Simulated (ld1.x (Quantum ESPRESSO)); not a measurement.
# Logarithmic derivatives: hydrogen, TM

ld1.x (Quantum ESPRESSO) 7.5 input, shortened:

```
&input
   title='H', zed=1., rel=1, dft='PZ', iswitch=3,
   config='1s1 2p-2'
 /
 &inputp
   pseudotype=2, tm=.true., lloc=1,
   nlcc=.false.
 /
2
1S  1  0   1.00   0.00  0.95  0.95  0.0
2P  2  1  -2.00   0.45  0.80  0.80  0.0
 &test
   configts(1)='1s1'
 /
```

The phase is arctan(r·u′/u) with u = r·R(r), unwrapped; energies in Ry, scanned from -2 to 5 Ry. A pole is an energy at which the radial function vanishes at the test radius. The pseudo phase is shifted by a multiple of π to meet the all-electron one at the reference energy, and phase errors are pseudo minus all-electron; the curves can meet again beyond the range given. Levels narrower than the energy grid can be missing from the lists of poles.

```json
{"channel": "s", "radius (bohr)": "1.04", "reference energy (Ry)": "-0.47", "poles, all-electron": "4.82", "poles, pseudo": "4.85", "unbroken range about the reference energy with phases within 0.05 rad": "the whole range", "phase error 1 Ry above the reference energy (rad)": "+0.000"}
{"channel": "p", "radius (bohr)": "1.04", "reference energy (Ry)": "0.45", "poles, all-electron": "none", "poles, pseudo": "none", "unbroken range about the reference energy with phases within 0.05 rad": "the whole range", "phase error 1 Ry above the reference energy (rad)": "+0.000"}
```

Phases in the s channel:

```json
{"E (Ry)": "-2.00", "all-electron": "0.696", "pseudo": "0.697"}
{"E (Ry)": "-1.76", "all-electron": "0.628", "pseudo": "0.628"}
{"E (Ry)": "-1.52", "all-electron": "0.548", "pseudo": "0.548"}
{"E (Ry)": "-1.28", "all-electron": "0.455", "pseudo": "0.455"}
{"E (Ry)": "-1.04", "all-electron": "0.345", "pseudo": "0.345"}
{"E (Ry)": "-0.80", "all-electron": "0.219", "pseudo": "0.219"}
{"E (Ry)": "-0.56", "all-electron": "0.076", "pseudo": "0.076"}
{"E (Ry)": "-0.32", "all-electron": "-0.081", "pseudo": "-0.081"}
{"E (Ry)": "-0.08", "all-electron": "-0.245", "pseudo": "-0.245"}
{"E (Ry)": "0.16", "all-electron": "-0.409", "pseudo": "-0.408"}
{"E (Ry)": "0.40", "all-electron": "-0.563", "pseudo": "-0.563"}
{"E (Ry)": "0.64", "all-electron": "-0.704", "pseudo": "-0.704"}
{"E (Ry)": "0.88", "all-electron": "-0.828", "pseudo": "-0.827"}
{"E (Ry)": "1.12", "all-electron": "-0.935", "pseudo": "-0.934"}
{"E (Ry)": "1.36", "all-electron": "-1.026", "pseudo": "-1.026"}
{"E (Ry)": "1.60", "all-electron": "-1.104", "pseudo": "-1.104"}
{"E (Ry)": "1.84", "all-electron": "-1.171", "pseudo": "-1.171"}
{"E (Ry)": "2.08", "all-electron": "-1.229", "pseudo": "-1.228"}
{"E (Ry)": "2.32", "all-electron": "-1.280", "pseudo": "-1.278"}
{"E (Ry)": "2.56", "all-electron": "-1.323", "pseudo": "-1.322"}
{"E (Ry)": "2.80", "all-electron": "-1.362", "pseudo": "-1.361"}
{"E (Ry)": "3.04", "all-electron": "-1.396", "pseudo": "-1.395"}
{"E (Ry)": "3.28", "all-electron": "-1.427", "pseudo": "-1.426"}
{"E (Ry)": "3.52", "all-electron": "-1.455", "pseudo": "-1.454"}
{"E (Ry)": "3.76", "all-electron": "-1.480", "pseudo": "-1.479"}
{"E (Ry)": "4.00", "all-electron": "-1.503", "pseudo": "-1.502"}
{"E (Ry)": "4.24", "all-electron": "-1.525", "pseudo": "-1.523"}
{"E (Ry)": "4.48", "all-electron": "-1.545", "pseudo": "-1.543"}
{"E (Ry)": "4.72", "all-electron": "-1.563", "pseudo": "-1.561"}
{"E (Ry)": "4.96", "all-electron": "-1.581", "pseudo": "-1.579"}
```
